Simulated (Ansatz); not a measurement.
C₂H₇Al, charge -1, doublet, geometry from GFN2-xTB (such geometries of metal compounds can be far from the true shape) (a state made from the parent by changing its charge; the spin is typed, not shown lowest) (a gas-phase anion, which may not be bound at this level). Base run: BLYP/6-31G* (Ansatz, an electronic-structure program).

The Ansatz input:
Ansatz 0.2 input:
```yaml
crystal:
  periodic: [false, false, false]
  atoms:
    - {symbol: Al, position_ang: [0.72979096, -0.11447531, -0.08457774]}
    - {symbol: C, position_ang: [-0.72047631, -1.52848099, 0.40299154]}
    - {symbol: H, position_ang: [-0.32993588, -2.55612122, 0.33806958]}
    - {symbol: H, position_ang: [-1.60409967, -1.51079989, -0.25270682]}
    - {symbol: H, position_ang: [-1.11329866, -1.43071967, 1.42773765]}
    - {symbol: C, position_ang: [-0.27281966, 1.71143823, -0.11954513]}
    - {symbol: H, position_ang: [0.37240532, 2.52707988, -0.48175300]}
    - {symbol: H, position_ang: [-0.63344015, 2.04226083, 0.86761268]}
    - {symbol: H, position_ang: [-1.15679819, 1.72654885, -0.77482892]}
    - {symbol: H, position_ang: [0.93766048, -0.40781324, -1.72529904]}
basis:
  gaussian:
    orbitals: 6-31G*
hamiltonian:
  xc: blyp
total_charge: -1
magnetization: {spin_polarized: true, initial_magnetization: 1}
```

The base run was repeated with changes; each row names its change, and settings that it needs were set with it.

```json
[
 {"change": "base", "ΔE vs base (mEh)": "0.000"},
 {"change": "lower_state_search = off", "ΔE vs base (mEh)": "0.000"},
 {"change": "forces = on", "ΔE vs base (mEh)": "0.000"},
 {"change": "point_charge = charge:0.5 position_ang:4.2877, 2.1894, -2.3469", "ΔE vs base (mEh)": "-54.432"},
 {"change": "fitting.mean_field = cc-pVTZ-JKFIT", "ΔE vs base (mEh)": "-0.044"},
 {"change": "accuracy = high", "ΔE vs base (mEh)": "0.003"},
 {"change": "final_grid = 10, 20, 41", "ΔE vs base (mEh)": "0.001"},
 {"change": "point_charge = charge:-1.0 position_ang:-2.9082, -4.8505, 1.1103", "ΔE vs base (mEh)": "87.825"},
 {"change": "final_grid = 4, 8, 17", "ΔE vs base (mEh)": "0.093"},
 {"change": "final_grid = 6, 12, 29", "ΔE vs base (mEh)": "0.005"},
 {"change": "point_charge = charge:1.0 position_ang:-3.1499, 3.1319, -3.8474", "ΔE vs base (mEh)": "-88.602"}
]
```

A gas-phase anion may not be bound at this level; its values then depend on the basis.
